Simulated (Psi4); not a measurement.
Level of theory: SAPT0/jun-cc-pVDZ, frozen core in Psi4.

Psi4 input:

```
molecule {
0 1
F 1.35574514 -0.12364175 0.77659379
Si -0.00001057 0.00007185 -0.00015378
F -0.16976344 -1.23174184 -0.95410810
F -1.18704273 0.03507273 1.02276136
F 0.00107160 1.32023901 -0.84509328
--
0 1
Cl -1.33766670 -3.30462229 -5.39753933
Cl -0.04789763 -2.56854809 -4.03782400
units angstrom
symmetry c1
no_reorient
no_com
}
set basis jun-cc-pvdz
set scf_type df
set freeze_core true
energy('sapt0')
```

Part of the output:

```
    SAPT Results
  --------------------------------------------------------------------------------------------------------
    Electrostatics                 -0.35732653 [mEh]      -0.22422578 [kcal/mol]      -0.93816066 [kJ/mol]
      Elst10,r                     -0.35732653 [mEh]      -0.22422578 [kcal/mol]      -0.93816066 [kJ/mol]

    Exchange                        0.84537144 [mEh]       0.53047859 [kcal/mol]       2.21952242 [kJ/mol]
      Exch10                        0.84537144 [mEh]       0.53047859 [kcal/mol]       2.21952242 [kJ/mol]
      Exch10(S^2)                   0.84490034 [mEh]       0.53018297 [kcal/mol]       2.21828554 [kJ/mol]

    Induction                      -0.07381866 [mEh]      -0.04632191 [kcal/mol]      -0.19381085 [kJ/mol]
      Ind20,r                      -0.27994776 [mEh]      -0.17566987 [kcal/mol]      -0.73500273 [kJ/mol]
      Exch-Ind20,r                  0.26065113 [mEh]       0.16356106 [kcal/mol]       0.68433946 [kJ/mol]
      delta HF,r (2)               -0.05452203 [mEh]      -0.03421309 [kcal/mol]      -0.14314757 [kJ/mol]

    Dispersion                     -0.61374092 [mEh]      -0.38512824 [kcal/mol]      -1.61137656 [kJ/mol]
      Disp20                       -0.66280068 [mEh]      -0.41591370 [kcal/mol]      -1.74018293 [kJ/mol]
      Exch-Disp20                   0.04905975 [mEh]       0.03078546 [kcal/mol]       0.12880637 [kJ/mol]
      Disp20 (SS)                  -0.33140034 [mEh]      -0.20795685 [kcal/mol]      -0.87009147 [kJ/mol]
      Disp20 (OS)                  -0.33140034 [mEh]      -0.20795685 [kcal/mol]      -0.87009147 [kJ/mol]
      Exch-Disp20 (SS)              0.02578929 [mEh]       0.01618302 [kcal/mol]       0.06770977 [kJ/mol]
      Exch-Disp20 (OS)              0.02327046 [mEh]       0.01460244 [kcal/mol]       0.06109660 [kJ/mol]

  Total HF                          0.41422626 [mEh]       0.25993090 [kcal/mol]       1.08755091 [kJ/mol]
  Total SAPT0                      -0.19951466 [mEh]      -0.12519734 [kcal/mol]      -0.52382566 [kJ/mol]
```
